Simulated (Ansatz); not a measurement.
Frontier orbitals of AlClH$_{5}$NSi, SMILES `[AlH2][NH][SiH2]Cl`.

The species carries charge 0 and has multiplicity 1. Geometry: relaxed with PBE0-D4/def2-TZVP. It is one conformer, not always the lowest. Basis def2-TZVPP, the Gaussian-basis code of Ansatz.

Orbital energies of one run (eV). Highest occupied ones, from the top: -8.29, -8.63, -8.81, -9.09, -9.96, -10.52, -10.96, -11.86, -13.29, -15.16, -22.73, -23.68, -73.68, -73.71. Empty: -1.17, 0.07, 0.82, 0.95, 1.57, 1.78.

(1) Which functional gave them?
A. CAM-B3LYP
B. PBE
C. BLYP
D. PBE0

Answers

(1) D. HOMO energies: PBE0 -8.29, CAM-B3LYP -9.66, BLYP -6.82, PBE -6.98 eV.
